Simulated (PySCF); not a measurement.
Zn(H)(iPr), C3H8Zn, SMILES [CH]([ZnH])(C)C at its CAM-B3LYP/def2-SVP optimised geometry (Å):

```
12

Zn     1.0546     0.4420     0.0000
H      2.6005     0.4420     0.0000
C     -0.9087     0.4550    -0.0033
C     -1.4971     0.1039     1.3662
C     -1.4963    -0.4365    -1.1010
H     -1.1934     1.4990    -0.2320
H     -2.6013     0.1645     1.3586
H     -1.2427    -0.9249     1.6723
H     -1.1434     0.7766     2.1640
H     -1.1422    -0.1587    -2.1067
H     -2.6005    -0.3784    -1.1201
H     -1.2419    -1.4990    -0.9490
```

Computed with CAM-B3LYP/def2-TZVP (PySCF 2.14.0).

Map of the log10 of the electron density (e/bohr³), floored at −4 on the plane z = 0.6 Å:

```
|                               |
|                               |
|                               |
|                               |
|                               |
|                               |
|          ....                 |
|         .:::::........        |
|        .:-==--::::::::..      |
|       .:-=++===-==-----::.    |
|     ..:-=+**++++++++===--:.   |
|    .::-=+**#********+++==-.   |
|    :-==+*##%##*##%##***+=-:.  |
|   .:=++*#%%%%###%@@####*+=:.  |
|   .-=+*##%@@%%##%@@%###*+=:.  |
|   .-=+*##%%%%###%%%#****+-:.  |
|   .-=++*#####****#****++=-:   |
|   .:-=++*****+++++++++==-:.   |
|    .:--=+++++========---:.    |
|     .::-=====-------:::..     |
|      .::--=--::........       |
|       ..::-::..               |
|         ..:..                 |
|                               |
|                               |
|                               |
|                               |
|                               |
|                               |
|                               |
|                               |
```
Scale: ten equal steps from -4.00 (start of ' ') to -0.351 (end of '@'), in the order ' .:-=+*#%@'; x runs from -5.00 to 5.00, y from -5.00 (bottom) to 5.00 (top).
